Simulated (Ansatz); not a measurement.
One group Y is varied and pulled off as a radical: Y-Sn(OH)3. All species are isolated molecules in the gas phase. Each species was relaxed from one start; no search for lower structures was made at this level. In the def2 sets, heavy atoms carry core potentials. Strings in code marks are SMILES.

The LUMO from two functionals at the same geometries (PBE0-D3(BJ)/def2-SVP), both in Ansatz (a first-principles code): PBE-D3(BJ)/def2-TZVP and CAM-B3LYP-D3(BJ)/def2-TZVP. 

```
species                                                         PBE-D3(BJ)/def2-TZVP (eV)
--------------------------------------------------------------  -------------------------
Y = ethyl (`[OH][Sn]([CH2]C)([OH])[OH]`)                                            -1.83
Y = benzyl (`[OH][Sn]([OH])([OH])[CH2]c1ccccc1`)                                    -2.17
Y = trifluoromethyl (`[OH][Sn]([OH])([OH])[C](F)(F)F`)                              -2.63
Y = 2,2,2-trifluoroethyl (`[OH][Sn]([OH])([OH])[CH2]C(F)(F)F`)                      -2.28
```

**Question.** What does CAM-B3LYP-D3(BJ)/def2-TZVP give for each?

**Answer.** 
- Y = ethyl (`[OH][Sn]([CH2]C)([OH])[OH]`): 0.03
- Y = benzyl (`[OH][Sn]([OH])([OH])[CH2]c1ccccc1`): -0.30
- Y = trifluoromethyl (`[OH][Sn]([OH])([OH])[C](F)(F)F`): -0.79
- Y = 2,2,2-trifluoroethyl (`[OH][Sn]([OH])([OH])[CH2]C(F)(F)F`): -0.38
Over these rows, drawn at random from the members with no instability flagged (it was tested for open shells, ions and some series alone), PBE minus CAM-B3LYP-D3(BJ): mean -1.87 eV, from -1.90 eV to -1.84 eV.
